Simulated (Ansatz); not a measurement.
`FCSC[SiH3]` + `CSS[SiH3]` → `CSS[SiH2][SiH3]` + `CSCF`  (formal exchange of groups at the Si–C bond)

Gas-phase electronic energies from Ansatz, PBE0-D4/def2-TZVP geometries. CCSD(T)/CBS adds triple-zeta CCSD(T) − MP2 to the extrapolated MP2 energy (def2 sets, frozen cores). One conformer a species, not always the lowest.

```csv
species,CCSD(T)/CBS(def2) energy (Eh)
`FCSC[SiH3]`,-866.94619
`CSS[SiH3]`,-1126.31043
`CSS[SiH2][SiH3]`,-1416.59211
`CSCF`,-576.66859
```

Question: Work out ΔE.

Answer: ΔE = (-1416.59211) + (-576.66859) − (-866.94619) − (-1126.31043) = -0.00408 Eh = -2.6 kcal/mol.

Largest T1 diagnostic among the species: 0.013.
